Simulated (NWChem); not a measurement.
System: TiCl4; SMILES [Cl][Ti]([Cl])([Cl])[Cl]

Parts of the log:

```
             Northwest Computational Chemistry Package (NWChem) 7.3.0
             --------------------------------------------------------

 C1  symmetry detected

                             Geometry "geometry" -> ""
                             -------------------------

 Output coordinates in angstroms (scale by  1.889725989 to convert to a.u.)

  No.       Tag          Charge          X              Y              Z
 ---- ---------------- ---------- -------------- -------------- --------------
    1 Ti                  22.0000     0.00002418    -0.00002304    -0.00005109
    2 Cl                  17.0000    -0.74532081     0.74819870     1.87827093
    3 Cl                  17.0000     1.94944075     0.83441525    -0.38281555
    4 Cl                  17.0000     0.14292407    -2.14822575     0.08844881
    5 Cl                  17.0000    -1.34707530     0.56564162    -1.58383808

 Effective nuclear repulsion energy (a.u.)     628.1611769801

                                 NWChem DFT Module
                                 -----------------

 Summary of "ao basis" -> "ao basis" (spherical)
 ------------------------------------------------------------------------------
       Tag                 Description            Shells   Functions and Types
 ---------------- ------------------------------  ------  ---------------------
 Ti                         def2-svp                11       31   5s3p2d1f
 Cl                         def2-svp                 8       18   4s3p1d

            General Information
            -------------------
          SCF calculation type: DFT
          Wavefunction type:  closed shell.
          No. of atoms     :     5
          No. of electrons :    90
           Alpha electrons :    45
            Beta electrons :    45
          Charge           :     0
          Spin multiplicity:     1
          Use of symmetry is: off; symmetry adaption is: off
          Maximum number of iterations: 200
          AO basis - number of functions:   103
                     number of shells:    43
          Convergence on energy requested:  1.00D-06
          Convergence on density requested:  1.00D-05
          Convergence on gradient requested:  5.00D-04

              XC Information
              --------------
                         PBE0 Method XC Functional
                     Hartree-Fock (Exact) Exchange  0.250
          PerdewBurkeErnzerhof Exchange Functional  0.750
            Perdew 1991 LDA Correlation Functional  1.000 local
           PerdewBurkeErnz. Correlation Functional  1.000 non-local

             Grid Information
             ----------------
          Grid used for XC integration:  medium
          Radial quadrature: Mura-Knowles
          Angular quadrature: Lebedev.
          Tag              B.-S. Rad. Rad. Pts. Rad. Cut. Ang. Pts.
          ---              ---------- --------- --------- ---------
          Ti                  1.40      112          10.0       590
          Cl                  1.00       88           9.0       590
          Grid pruning is: on
          Number of quadrature shells:   464
          Spatial weights used:  Erf1

      Superposition of Atomic Density Guess
      -------------------------------------

 Sum of atomic energies:       -2685.55262338

      Non-variational initial energy
      ------------------------------

 Total energy =   -2685.993136
 1-e energy   =   -4955.496995
 2-e energy   =    1641.342682
 HOMO         =      -0.447630
 LUMO         =       0.021148

 ----------------------------------------------
         Quadratically convergent ROKS

 Convergence threshold     :          5.000E-04
 Maximum no. of iterations :          200
 Final Fock-matrix accuracy:          1.000E-08
 ----------------------------------------------

              iter       energy          gnorm     gmax       time
             ----- ------------------- --------- --------- --------
                 1    -2688.5538466029  2.05D+00  6.05D-01      3.8
                 2    -2689.0039936214  7.63D-01  1.53D-01      8.6
                 3    -2689.0393240896  2.58D-01  4.86D-02     11.0
                 4    -2689.0434594622  5.29D-03  1.09D-03     20.4
                 5    -2689.0434641219  4.75D-05  1.64D-05     34.9

         Total DFT energy =    -2689.043464121882
      One electron energy =    -4956.244756680541
           Coulomb energy =     1755.522127628563
    Exchange-Corr. energy =     -116.482012049995
 Nuclear repulsion energy =      628.161176980091

 Numeric. integr. density =       90.000000105503

                       DFT Final Molecular Orbital Analysis
                       ------------------------------------

 Vector   43  Occ=2.000000D+00  E=-3.507429D-01
              MO Center=  2.5D-01, -2.5D-01, -6.1D-01, r^2= 5.2D+00
   Bfn.  Coefficient  Atom+Function         Bfn.  Coefficient  Atom+Function
  ----- ------------  ---------------      ----- ------------  ---------------
    78      0.360274  4 Cl px                97     -0.321888  5 Cl py
    61      0.297607  3 Cl py                75      0.268938  4 Cl px
    94     -0.240284  5 Cl py                58      0.222159  3 Cl py
    96     -0.197004  5 Cl px                62     -0.180062  3 Cl pz
    60     -0.162745  3 Cl px                72      0.155364  4 Cl px

 Vector   44  Occ=2.000000D+00  E=-3.507358D-01
              MO Center=  9.4D-02, -2.5D-01,  5.5D-01, r^2= 5.3D+00
   Bfn.  Coefficient  Atom+Function         Bfn.  Coefficient  Atom+Function
  ----- ------------  ---------------      ----- ------------  ---------------
    43      0.373397  2 Cl py                80      0.355472  4 Cl pz
    40      0.278734  2 Cl py                77      0.265353  4 Cl pz
    61     -0.216039  3 Cl py                62     -0.208460  3 Cl pz
    78     -0.164183  4 Cl px                37      0.161024  2 Cl py
    58     -0.161268  3 Cl py                97     -0.160876  5 Cl py

 Vector   45  Occ=2.000000D+00  E=-3.507356D-01
              MO Center= -3.5D-01,  5.0D-01,  7.0D-02, r^2= 5.3D+00
   Bfn.  Coefficient  Atom+Function         Bfn.  Coefficient  Atom+Function
  ----- ------------  ---------------      ----- ------------  ---------------
    42      0.360035  2 Cl px                62     -0.289071  3 Cl pz
    39      0.268760  2 Cl px                98      0.265816  5 Cl pz
    96     -0.247693  5 Cl px                59     -0.215785  3 Cl pz
    95      0.198424  5 Cl pz                93     -0.184899  5 Cl px
    44      0.172307  2 Cl pz                36      0.155262  2 Cl px

 Vector   46  Occ=0.000000D+00  E=-1.384218D-01
              MO Center=  4.9D-05, -1.2D-06, -2.3D-05, r^2= 1.9D+00
   Bfn.  Coefficient  Atom+Function         Bfn.  Coefficient  Atom+Function
  ----- ------------  ---------------      ----- ------------  ---------------
    16      0.542379  1 Ti d -1              18     -0.384151  1 Ti d  1
    15      0.340676  1 Ti d -2              21      0.260388  1 Ti d -1
    23     -0.184422  1 Ti d  1              97      0.181338  5 Cl py
    62     -0.173098  3 Cl pz                20      0.163556  1 Ti d -2
    80      0.159072  4 Cl pz

 Vector   47  Occ=0.000000D+00  E=-1.384213D-01
              MO Center= -1.5D-05, -2.3D-05, -4.0D-05, r^2= 1.9D+00
   Bfn.  Coefficient  Atom+Function         Bfn.  Coefficient  Atom+Function
  ----- ------------  ---------------      ----- ------------  ---------------
    15      0.483920  1 Ti d -2              17      0.398037  1 Ti d  0
    16     -0.313473  1 Ti d -1              19     -0.269870  1 Ti d  2
    20      0.232321  1 Ti d -2              22      0.191087  1 Ti d  0
    78      0.159122  4 Cl px                61     -0.156849  3 Cl py
    21     -0.150491  1 Ti d -1

 Vector   48  Occ=0.000000D+00  E=-1.107663D-01
              MO Center= -1.3D-02,  1.1D-02,  3.5D-02, r^2= 2.3D+00
   Bfn.  Coefficient  Atom+Function         Bfn.  Coefficient  Atom+Function
  ----- ------------  ---------------      ----- ------------  ---------------
    17      0.479536  1 Ti d  0              16      0.370899  1 Ti d -1
    18      0.361820  1 Ti d  1              44      0.261397  2 Cl pz
    22      0.222925  1 Ti d  0              98      0.178790  5 Cl pz
    14     -0.172408  1 Ti pz                21      0.172421  1 Ti d -1
    23      0.168201  1 Ti d  1              62      0.158773  3 Cl pz

            General Information
            -------------------
          SCF calculation type: DFT
          Wavefunction type:  closed shell.
          No. of atoms     :     5
          No. of electrons :    90
           Alpha electrons :    45
            Beta electrons :    45
          Charge           :     0
          Spin multiplicity:     1
          Use of symmetry is: off; symmetry adaption is: off
          Maximum number of iterations: 200
          AO basis - number of functions:   103
                     number of shells:    43
          Convergence on energy requested:  1.00D-06
          Convergence on density requested:  1.00D-05
          Convergence on gradient requested:  5.00D-04

[...]

                         DFT ENERGY GRADIENTS

    atom               coordinates                        gradient
                 x          y          z           x          y          z
   1 Ti      0.000046  -0.000044  -0.000097    0.000014  -0.000014  -0.000033
   2 Cl     -1.408452   1.413891   3.549417   -0.000008   0.000008   0.000021
   3 Cl      3.683909   1.576816  -0.723416   -0.000007  -0.000002   0.000002
   4 Cl      0.270087  -4.059558   0.167144   -0.000002   0.000009   0.000002
   5 Cl     -2.545603   1.068908  -2.993020    0.000003  -0.000001   0.000008
```

Level: PBE0/def2-SVP. Geometry: optimised at PBE0/def2-SVP.

Task: Reconstruct the input file.

Result: Several could match; the one computed here: the input that was run:
```
start job
memory heap 200 mb stack 900 mb global 1100 mb
geometry units angstroms noautoz
  Ti    -0.000043     0.000032    -0.000035
  Cl     1.496090    -0.944743     1.229784
  Cl    -1.479674     0.932942     1.258294
  Cl     0.930692     1.493815    -1.243165
  Cl    -0.947062    -1.482047    -1.244877
end
basis spherical
  Ti library def2-svp
  Cl library def2-svp
end
dft
  xc pbe0
  iterations 200
  cgmin
end
task dft gradient
```
